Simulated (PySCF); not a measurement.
Al(H)(F)(NMe2) (C2H7AlFN), SMILES [AlH]([F])[N](C)C.

The structure is a stationary point at PBE0-D3(BJ)/def2-SVP. One conformer was computed; it need not be the lowest.

Calculation: PBE0-D3(BJ)/def2-SVP in PySCF.

Frequencies are harmonic and unscaled.

```csv
mode,ν (cm⁻¹),IR (km/mol),moving atoms (share of kinetic energy)
1,108,1.4,"F 32 %, H 23 %, Al 22 %, C 21 %"
2,127,5.4,"F 40 %, C 31 %, H 18 %"
3,206,4.0,"H 68 %, N 25 %"
4,251,0.2,H 98 %
5,288,14.0,"C 32 %, F 23 %, H 17 %, Al 14 %, N 13 %"
6,295,4.0,"H 58 %, N 36 %"
7,361,10.6,"C 34 %, H 32 %, Al 25 %"
8,487,146.6,"H 76 %, Al 18 %"
9,629,41.7,"H 59 %, C 21 %, Al 11 %"
10,673,99.1,"H 50 %, Al 19 %, C 14 %, F 13 %"
11,872,124.6,"F 47 %, Al 46 %"
12,1039,107.7,"H 41 %, C 36 %, N 19 %"
13,1091,2.4,"H 75 %, C 24 %"
14,1111,0.0,"H 80 %, C 20 %"
15,1169,0.8,"H 68 %, C 20 %, N 12 %"
16,1260,88.4,"N 60 %, C 31 %, H 9 %"
17,1321,45.9,"N 42 %, H 35 %, C 21 %"
18,1429,2.3,"H 86 %, C 14 %"
19,1450,1.6,H 97 %
20,1456,14.1,"H 81 %, C 18 %"
21,1460,12.0,H 97 %
22,1479,20.9,H 96 %
23,1503,4.5,H 94 %
24,2002,130.0,H 96 %
25,2985,60.1,H 97 %
26,2991,114.3,H 97 %
27,3044,88.5,"H 91 %, C 9 %"
28,3053,1.0,"H 90 %, C 10 %"
29,3120,19.4,"H 91 %, C 9 %"
30,3141,11.1,"H 91 %, C 9 %"
```
